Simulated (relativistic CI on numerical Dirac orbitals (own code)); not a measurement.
## One change at a time: Pr32+

Base calculation: Dirac-Coulomb-Breit CI, orbitals from a KLI potential per configuration, QED by a radiative potential, unscaled Slater integrals.

CI space (outside the closed core [Ne]): 3s2 3p6 3d9, 3s2 3p5 3d10, 3s 3p6 3d10, 3s2 3p6 3d8 4s, 3s2 3p6 3d8 4p, 3s2 3p6 3d8 4d, 3s2 3p4 3d10 4s, 3s2 3p5 3d9 4s, 3s2 3p6 3d8 4f, 3s2 3p4 3d10 4p, 3s2 3p5 3d9 4p, 3s2 3p4 3d10 4d, 3s 3p5 3d10 4s, 3s2 3p6 3d7 4s2, 3s 3p5 3d10 4p, 3s2 3p6 3d7 4s 4p, 3s2 3p5 3d9 4d, 3s 3p6 3d9 4s, 3s2 3p6 3d8 5s, 3s2 3p6 3d7 4p2, 3s 3p5 3d10 4d, 3s2 3p6 3d8 5p, 3s2 3p6 3d7 4s 4d, 3p6 3d10 4s, 3s 3p6 3d9 4p, 3s2 3p5 3d9 4f, 3s2 3p6 3d8 5d, 3s2 3p6 3d7 4p 4d, 3p6 3d10 4p, 3s2 3p5 3d8 4s2, 3s2 3p6 3d8 5f, 3s2 3p6 3d8 5g, 3s2 3p5 3d8 4s 4p, 3s2 3p6 3d7 4d2, 3s 3p6 3d9 4d, 3p6 3d10 4d. Levels of other configurations are missing.

Variants: (1) QED terms removed. Shifts of the energy above 3s2 3p6 3d9 2D_5/2, in eV, for the lowest level and the first level of each name with at least 55 % of one term (blank where a level changes its place among those of its configuration and J or its character, or is not in the variant):

| Level | Base | Δ(1) |
| --- | --- | --- |
| 3s2 3p6 3d9 2D_5/2 | 0.000 | 0.000 |
| 3s2 3p6 3d9 2D_3/2 | 21.476 | -0.061 |
| 3s2 3p5 3d10 2P°_3/2 | 299.950 | +0.178 |
| 3s2 3p5 3d10 2P°_1/2 | 400.808 | +0.026 |
| 3s 3p6 3d10 2S_1/2 | 565.259 | +1.724 |
| 3s2 3p6 3d8 4s 4F_9/2 | 829.592 | -0.612 |
| 3s2 3p6 3d8 4s 2F_7/2 | 831.819 | -0.610 |
| 3s2 3p6 3d8 4s 4F_7/2 | 850.671 | -0.670 |
| 3s2 3p6 3d8 4s 4F_5/2 | 851.057 | -0.671 |
| 3s2 3p6 3d8 4s 4P_3/2 | 860.962 | -0.670 |
| 3s2 3p6 3d8 4s 2P_1/2 | 862.495 | -0.668 |
| 3s2 3p6 3d8 4s 2G_9/2 | 862.540 | -0.668 |
| 3s2 3p6 3d8 4s 2G_7/2 | 862.792 | -0.669 |
| 3s2 3p6 3d8 4s 2S_1/2 | 894.833 | -0.723 |
| 3s2 3p6 3d8 4p 4G°_7/2 | 913.749 | -0.117 |
| 3s2 3p6 3d8 4p 4P°_1/2 | 922.600 | -0.119 |
| 3s2 3p6 3d8 4p 4G°_11/2 | 924.607 | -0.108 |
| 3s2 3p6 3d8 4p 2H°_9/2 | 925.099 | -0.114 |
| 3s2 3p6 3d8 4p 2D°_5/2 | 927.991 | -0.107 |
| 3s2 3p6 3d8 4p 4G°_9/2 | 945.649 | -0.167 |
| 3s2 3p6 3d8 4p 4F°_7/2 | 946.872 | -0.167 |
| 3s2 3p6 3d8 4p 2H°_11/2 | 956.256 | -0.165 |

At this charge energies of transitions that change n are usually good to better than 1 %, and those within a shell (Δn = 0) to a few per cent.

Ionisation energy from the two ground configurations alone: base 2107.46 eV. The NIST ASD value (theoretical) is 2108 eV.

LS names give the leading component of a level, which can be under half, so a name can repeat, a term be missing and a line seem to break the LS rules.
